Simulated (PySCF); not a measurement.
## How methods differ on the ionisation energy of Ca⁺

Ca⁺ [Ar] 4s1 (2S) → Ca²⁺ [Ar] (1S), as a difference of total energies. Calculation: PySCF 2.14, in x2c-TZVPall; the spin-free X2C one-electron Hamiltonian (Gaussian nucleus). The calculations carry no spin-orbit coupling.

```csv
method,ionisation energy (eV),error (eV)
UHF,11.359,-0.513
PBE,12.021,+0.149
M06-L,11.108,-0.764
```

Reference: 11.872 eV (measured; NIST Atomic Spectra Database, ionization energies).
